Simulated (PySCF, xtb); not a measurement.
YOBr, SMILES [Br][Y]=[O].

xtb with GFN2-xTB at its own geometry gives an orbital gap of 1.40 eV and a dipole moment of 7.94 D.

Coordinates come from a PBE-D3(BJ)/def2-TZVP optimisation. The def2 effective core potentials stand for the cores of Y; spin–orbit coupling is left out.

Problem. What does M06-2X/def2-TZVPD in PySCF give? (Estimate from the structure and the level; the computed values follow.)

Solution. gap 6.14 eV (levels -8.50 and -2.36 eV), dipole 7.87 D.
